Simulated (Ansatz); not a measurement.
# Molecular dynamics of BH$_{5}$N$_{2}$O

Input:

```yaml
crystal:
  periodic: [false, false, false]
  atoms:
    - { symbol: B, position_ang: [-0.022039, -0.014851, -0.058816] }
    - { symbol: O, position_ang: [0.006044, 0.028098, 1.313718] }
    - { symbol: H, position_ang: [-0.833707, -0.046434, 1.732382] }
    - { symbol: "N", position_ang: [1.219139, 0.108312, -0.73149] }
    - { symbol: H, position_ang: [1.329314, 0.081458, -1.720996] }
    - { symbol: H, position_ang: [2.069718, 0.224833, -0.223912] }
    - { symbol: "N", position_ang: [-1.246783, -0.173675, -0.770318] }
    - { symbol: H, position_ang: [-2.133228, -0.286756, -0.327704] }
    - { symbol: H, position_ang: [-1.297958, -0.202384, -1.765764] }
basis:
  gaussian: { orbitals: def2-SVP }
hamiltonian:
  xc: hf
md:
  timestep: 0.5
  n_steps: 150
  ensemble: nve
  temperature: 400.0
  initial_velocities: maxwell_boltzmann
  seed: 335055
```

Launched with:

```bash
$ ansatz run input.yaml --threads 1 --pin off --max-ram 2048MiB --backend cpu --events-out ev --progress --plain --runs-dir out
```

It starts from a relaxed structure.

Output, in part (one step line in 3, the closing report, with atoms numbered from 0):

```
md step     0: t =     0.00 fs  T =   400.0 K  F+E_penalty+E_count = -5750.91854264 eV  E_kin = 0.361928 eV  conserved = -5750.55661464 eV  (23 SCF iters)
md step     3: t =     1.50 fs  T =   237.8 K  F+E_penalty+E_count = -5750.76678837 eV  E_kin = 0.215183 eV  conserved = -5750.55160553 eV  (23 SCF iters)
md step     6: t =     3.00 fs  T =   219.5 K  F+E_penalty+E_count = -5750.75046673 eV  E_kin = 0.198635 eV  conserved = -5750.55183182 eV  (23 SCF iters)
md step     9: t =     4.50 fs  T =   324.1 K  F+E_penalty+E_count = -5750.84966297 eV  E_kin = 0.293295 eV  conserved = -5750.55636843 eV  (23 SCF iters)
md step    12: t =     6.00 fs  T =   132.4 K  F+E_penalty+E_count = -5750.67024998 eV  E_kin = 0.119822 eV  conserved = -5750.55042820 eV  (23 SCF iters)
md step    15: t =     7.50 fs  T =   200.7 K  F+E_penalty+E_count = -5750.73602204 eV  E_kin = 0.181573 eV  conserved = -5750.55444896 eV  (23 SCF iters)
md step    18: t =     9.00 fs  T =   201.1 K  F+E_penalty+E_count = -5750.73599548 eV  E_kin = 0.181934 eV  conserved = -5750.55406128 eV  (23 SCF iters)
md step    21: t =    10.50 fs  T =    89.2 K  F+E_penalty+E_count = -5750.63154034 eV  E_kin = 0.080698 eV  conserved = -5750.55084247 eV  (23 SCF iters)
md step    24: t =    12.00 fs  T =   216.8 K  F+E_penalty+E_count = -5750.75061051 eV  E_kin = 0.196166 eV  conserved = -5750.55444486 eV  (24 SCF iters)
md step    27: t =    13.50 fs  T =   219.5 K  F+E_penalty+E_count = -5750.75203063 eV  E_kin = 0.198620 eV  conserved = -5750.55341031 eV  (23 SCF iters)
md step    30: t =    15.00 fs  T =   195.8 K  F+E_penalty+E_count = -5750.72975263 eV  E_kin = 0.177187 eV  conserved = -5750.55256560 eV  (23 SCF iters)
md step    33: t =    16.50 fs  T =   269.6 K  F+E_penalty+E_count = -5750.79836368 eV  E_kin = 0.243955 eV  conserved = -5750.55440898 eV  (23 SCF iters)
md step    36: t =    18.00 fs  T =   217.1 K  F+E_penalty+E_count = -5750.74903053 eV  E_kin = 0.196412 eV  conserved = -5750.55261896 eV  (23 SCF iters)
md step    39: t =    19.50 fs  T =   200.4 K  F+E_penalty+E_count = -5750.73436588 eV  E_kin = 0.181370 eV  conserved = -5750.55299597 eV  (24 SCF iters)
md step    42: t =    21.00 fs  T =   196.3 K  F+E_penalty+E_count = -5750.73099951 eV  E_kin = 0.177625 eV  conserved = -5750.55337473 eV  (23 SCF iters)
md step    45: t =    22.50 fs  T =   180.9 K  F+E_penalty+E_count = -5750.71759622 eV  E_kin = 0.163661 eV  conserved = -5750.55393553 eV  (23 SCF iters)
md step    48: t =    24.00 fs  T =   127.6 K  F+E_penalty+E_count = -5750.66815667 eV  E_kin = 0.115500 eV  conserved = -5750.55265640 eV  (23 SCF iters)
md step    51: t =    25.50 fs  T =   117.0 K  F+E_penalty+E_count = -5750.65890328 eV  E_kin = 0.105887 eV  conserved = -5750.55301616 eV  (23 SCF iters)
md step    54: t =    27.00 fs  T =   145.4 K  F+E_penalty+E_count = -5750.68499970 eV  E_kin = 0.131539 eV  conserved = -5750.55346050 eV  (23 SCF iters)
md step    57: t =    28.50 fs  T =   113.5 K  F+E_penalty+E_count = -5750.65574512 eV  E_kin = 0.102727 eV  conserved = -5750.55301848 eV  (23 SCF iters)
md step    60: t =    30.00 fs  T =   150.9 K  F+E_penalty+E_count = -5750.68892559 eV  E_kin = 0.136529 eV  conserved = -5750.55239654 eV  (23 SCF iters)
md step    63: t =    31.50 fs  T =   235.0 K  F+E_penalty+E_count = -5750.76793878 eV  E_kin = 0.212628 eV  conserved = -5750.55531094 eV  (23 SCF iters)
md step    66: t =    33.00 fs  T =   138.3 K  F+E_penalty+E_count = -5750.67615262 eV  E_kin = 0.125133 eV  conserved = -5750.55101932 eV  (23 SCF iters)
md step    69: t =    34.50 fs  T =   250.0 K  F+E_penalty+E_count = -5750.78022505 eV  E_kin = 0.226171 eV  conserved = -5750.55405370 eV  (28 SCF iters)
md step    72: t =    36.00 fs  T =   259.1 K  F+E_penalty+E_count = -5750.78897343 eV  E_kin = 0.234436 eV  conserved = -5750.55453750 eV  (23 SCF iters)
md step    75: t =    37.50 fs  T =   150.9 K  F+E_penalty+E_count = -5750.68695372 eV  E_kin = 0.136515 eV  conserved = -5750.55043854 eV  (23 SCF iters)
md step    78: t =    39.00 fs  T =   292.5 K  F+E_penalty+E_count = -5750.82052116 eV  E_kin = 0.264651 eV  conserved = -5750.55586987 eV  (23 SCF iters)
md step    81: t =    40.50 fs  T =   190.6 K  F+E_penalty+E_count = -5750.72512672 eV  E_kin = 0.172482 eV  conserved = -5750.55264515 eV  (23 SCF iters)
md step    84: t =    42.00 fs  T =   139.7 K  F+E_penalty+E_count = -5750.67779802 eV  E_kin = 0.126361 eV  conserved = -5750.55143669 eV  (23 SCF iters)
md step    87: t =    43.50 fs  T =   273.4 K  F+E_penalty+E_count = -5750.80324663 eV  E_kin = 0.247352 eV  conserved = -5750.55589489 eV  (23 SCF iters)
md step    90: t =    45.00 fs  T =   137.5 K  F+E_penalty+E_count = -5750.67564879 eV  E_kin = 0.124448 eV  conserved = -5750.55120127 eV  (23 SCF iters)
md step    93: t =    46.50 fs  T =   197.4 K  F+E_penalty+E_count = -5750.73197296 eV  E_kin = 0.178608 eV  conserved = -5750.55336447 eV  (23 SCF iters)
md step    96: t =    48.00 fs  T =   279.2 K  F+E_penalty+E_count = -5750.80757722 eV  E_kin = 0.252637 eV  conserved = -5750.55493986 eV  (23 SCF iters)
md step    99: t =    49.50 fs  T =   168.3 K  F+E_penalty+E_count = -5750.70319839 eV  E_kin = 0.152243 eV  conserved = -5750.55095561 eV  (23 SCF iters)
md step   102: t =    51.00 fs  T =   285.9 K  F+E_penalty+E_count = -5750.81301350 eV  E_kin = 0.258644 eV  conserved = -5750.55436999 eV  (23 SCF iters)
md step   105: t =    52.50 fs  T =   285.9 K  F+E_penalty+E_count = -5750.81273053 eV  E_kin = 0.258685 eV  conserved = -5750.55404503 eV  (23 SCF iters)
md step   108: t =    54.00 fs  T =   209.7 K  F+E_penalty+E_count = -5750.74163662 eV  E_kin = 0.189741 eV  conserved = -5750.55189608 eV  (23 SCF iters)
md step   111: t =    55.50 fs  T =   282.6 K  F+E_penalty+E_count = -5750.81002580 eV  E_kin = 0.255713 eV  conserved = -5750.55431241 eV  (24 SCF iters)
md step   114: t =    57.00 fs  T =   221.8 K  F+E_penalty+E_count = -5750.75369107 eV  E_kin = 0.200674 eV  conserved = -5750.55301731 eV  (23 SCF iters)
md step   117: t =    58.50 fs  T =   187.8 K  F+E_penalty+E_count = -5750.72223733 eV  E_kin = 0.169965 eV  conserved = -5750.55227270 eV  (23 SCF iters)
md step   120: t =    60.00 fs  T =   226.1 K  F+E_penalty+E_count = -5750.75941505 eV  E_kin = 0.204611 eV  conserved = -5750.55480438 eV  (23 SCF iters)
md step   123: t =    61.50 fs  T =   157.2 K  F+E_penalty+E_count = -5750.69431449 eV  E_kin = 0.142219 eV  conserved = -5750.55209501 eV  (23 SCF iters)
md step   126: t =    63.00 fs  T =   170.7 K  F+E_penalty+E_count = -5750.70821555 eV  E_kin = 0.154442 eV  conserved = -5750.55377309 eV  (23 SCF iters)
md step   129: t =    64.50 fs  T =   145.9 K  F+E_penalty+E_count = -5750.68448342 eV  E_kin = 0.132033 eV  conserved = -5750.55245003 eV  (23 SCF iters)
md step   132: t =    66.00 fs  T =   177.9 K  F+E_penalty+E_count = -5750.71435621 eV  E_kin = 0.161006 eV  conserved = -5750.55334986 eV  (23 SCF iters)
md step   135: t =    67.50 fs  T =   190.8 K  F+E_penalty+E_count = -5750.72646054 eV  E_kin = 0.172674 eV  conserved = -5750.55378638 eV  (23 SCF iters)
md step   138: t =    69.00 fs  T =   179.2 K  F+E_penalty+E_count = -5750.71423202 eV  E_kin = 0.162114 eV  conserved = -5750.55211761 eV  (23 SCF iters)
md step   141: t =    70.50 fs  T =   252.5 K  F+E_penalty+E_count = -5750.78341445 eV  E_kin = 0.228511 eV  conserved = -5750.55490310 eV  (28 SCF iters)
md step   144: t =    72.00 fs  T =   180.0 K  F+E_penalty+E_count = -5750.71487251 eV  E_kin = 0.162883 eV  conserved = -5750.55198937 eV  (23 SCF iters)
md step   147: t =    73.50 fs  T =   210.7 K  F+E_penalty+E_count = -5750.74332010 eV  E_kin = 0.190610 eV  conserved = -5750.55271015 eV  (23 SCF iters)
md step   150: t =    75.00 fs  T =   272.8 K  F+E_penalty+E_count = -5750.80192600 eV  E_kin = 0.246862 eV  conserved = -5750.55506385 eV  (28 SCF iters)
Total energy: -5750.80192600 eV, -211.3380727471 hartree
Atom 0 at    -0.020744    -0.022090    -0.052635 Å, force     0.007876     0.024492    -0.039370 eV/Å
Atom 1 at     0.012791     0.015308     1.315518 Å, force    -0.754577     0.199358     0.268652 eV/Å
Atom 2 at    -0.845144     0.155257     1.696045 Å, force     0.410891    -0.135942     0.023637 eV/Å
Atom 3 at     1.207447     0.114437    -0.721717 Å, force     0.839351     0.080844    -0.618399 eV/Å
Atom 4 at     1.287591    -0.143220    -1.688948 Å, force     0.192399     0.244030     0.313803 eV/Å
Atom 5 at     2.069435     0.404958    -0.278999 Å, force    -0.665465    -0.374056    -0.249036 eV/Å
Atom 6 at    -1.240814    -0.198978    -0.786847 Å, force     1.709142     0.107086    -0.314547 eV/Å
Atom 7 at    -2.080485    -0.220985    -0.312344 Å, force    -1.797410    -0.132435     0.831988 eV/Å
Atom 8 at    -1.338699     0.121837    -1.722722 Å, force     0.057792    -0.013378    -0.216728 eV/Å
Dipole moment:    -0.300803     0.162919    -0.236713 e Å
```

All steps were run. The conserved energy stayed within 0.73 meV per atom of its start (net change 0.17 meV per atom), so the integration is sound. Over the second half the temperature averaged 0.53 of the 400 K drawn at the start: a run that starts near a minimum puts about half its kinetic energy into the potential. A run of 0.075 ps of so small a system gives no equilibrium averages.

The same pairs are bonded in the first frame and the last. Pairs count as bonded within 1.25 times the sum of covalent radii (0.12 Å more for H–H).

Last frame:

```xyz
9
Properties=species:S:1:pos:R:3
B -0.021 -0.022 -0.053
O 0.013 0.015 1.315
H -0.845 0.155 1.696
N 1.207 0.114 -0.722
H 1.288 -0.143 -1.689
H 2.069 0.405 -0.279
N -1.241 -0.199 -0.787
H -2.080 -0.221 -0.312
H -1.339 0.122 -1.723
```

Run time: 2.8 min on 1 thread of Arm Neoverse V1, with other jobs on the host, peak memory 0.14 GiB.
